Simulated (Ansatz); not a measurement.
Start from `[CH3][SbH][CH3]` and change one atom or group to get `[CH3][SbH][NH2]`.

Ansatz, PBE0-D4/def2-TZVP geometries, multiplicity 1. Each molecule was computed in one conformer, which needn't be the lowest.

Elements past krypton have def2 core potentials.  Spin–orbit coupling is left out; it splits and shifts lone-pair levels of the heavy atoms by tenths of an eV.

```csv
property,`[CH3][SbH][CH3]`
HOMO–LUMO gap (PBE0/def2-TZVPP) / eV,6.69
size of the dipole moment (PBE/def2-TZVPP) / D,0.75
HOMO–LUMO gap (ωB97M-V/def2-TZVPP) / eV,10.28
HOMO energy (ωB97M-V/def2-TZVPP) / eV,-8.77
HOMO energy (PBE/def2-TZVPP) / eV,-5.68
LUMO energy (ωB97M-V/def2-TZVPP) / eV,1.51
```

**Question.** What does the change do to each property? (An estimate is asked.)

**Answer.** Ansatz gave: 
```tsv
property	`[CH3][SbH][NH2]`	shift
HOMO–LUMO gap (PBE0/def2-TZVPP) / eV	6.53	-0.16
size of the dipole moment (PBE/def2-TZVPP) / D	0.56	-0.19
HOMO–LUMO gap (ωB97M-V/def2-TZVPP) / eV	10.23	-0.05
HOMO energy (ωB97M-V/def2-TZVPP) / eV	-9.02	-0.25
HOMO energy (PBE/def2-TZVPP) / eV	-5.74	-0.06
LUMO energy (ωB97M-V/def2-TZVPP) / eV	1.22	-0.29
```

With PBE0 the HOMO falls by 0.20 eV and the LUMO falls by 0.37 eV, so the gap narrows by about 0.17 eV. PBE moves the HOMO by -0.06 eV and ωB97M-V by -0.25 eV. The zero-point energy changes by -28.2 kJ/mol with -3 modes. Dipoles are sizes alone; their direction can turn.
